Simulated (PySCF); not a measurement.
A structure optimised at PBE0-D3(BJ)/def2-SVP, used in a PySCF frequency run:

```xyz
11

C     -1.7190    -0.9941     0.7674
Si    -0.2450     0.0380     0.3137
F     -0.0138     1.1450     1.4855
Si     1.7607    -1.1126    -0.0280
Cl    -0.6627     1.0831    -1.4250
H     -2.6061    -0.3536     0.8894
H     -1.5391    -1.5289     1.7129
H     -1.9296    -1.7332    -0.0204
H      2.8388    -0.1465    -0.3918
H      2.1529    -1.8603     1.2060
H      1.5669    -2.0876    -1.1445
```

Question: Write its SMILES and formula.

Answer: C[Si@@](F)([SiH3])Cl, CH6ClFSi2

Question: What are its rotational constants (standard atomic weights)?

Answer: 2.4715, 1.7273, 1.4382 GHz
